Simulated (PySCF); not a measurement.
**Shapes and spin states of RhCl3**

All numbers come from PySCF, PBE0, basis Rh def2-SVP with ECP28, Cl def2-SVP (scalar-relativistic core potentials, no spin–orbit coupling, density fitting).

Relaxations began from a few typed shapes and spin states; open shells are unrestricted. The search is not exhaustive: other isomers or separated fragments can lie lower, and high-lying points may rest on an excited occupation.

```tsv
spin	group	bonds	angles	imaginary modes (cm⁻¹)	ΔE (kJ/mol)	ΔE with ZPE (kJ/mol)
triplet	C2v	Rh–Cl 2.199 Å, Rh–Cl 2.202 Å (×2)	Cl–Rh–Cl 102.2° (×2), Cl–Rh–Cl 155.5°	none	0.0	0.0
triplet	C2v	Rh–Cl 2.205 Å, Rh–Cl 2.240 Å (×2)	Cl–Rh–Cl 105.3° (×2), Cl–Rh–Cl 149.4°	none	5.9	5.8
quintet	D3h	Rh–Cl 2.247 Å (×3)	Cl–Rh–Cl 120.0° (×3)	none	10.4	9.5
singlet	C3v	Rh–Cl 2.186 Å (×3)	Cl–Rh–Cl 105.5° (×3)	none	16.5	16.7
singlet	D3h	Rh–Cl 2.159 Å (×3)	Cl–Rh–Cl 120.0° (×3)	207i	59.8	–
singlet	C2v	Rh–Cl 2.190 Å (×2), Rh–Cl 2.243 Å	Cl–Rh–Cl 93.2° (×2), Cl–Rh–Cl 173.7°	207i	89.8	–
```

The lowest minimum found is the triplet C2v: Rh–Cl 2.199 Å, Rh–Cl 2.202 Å (×2); Cl–Rh–Cl 102.2° (×2), Cl–Rh–Cl 155.5°.

Formally Rh is in oxidation state +3, d6, with 2 unpaired electrons (the high-spin count would be 4). The Mulliken spin on Rh is 1.37. The polar-tensor charge on Rh, 1.18, is far below the formal one.

For the lowest minimum: the spin densities have lower symmetry than the nuclear frame. Other spin states or occupations of the open shell can lie lower.
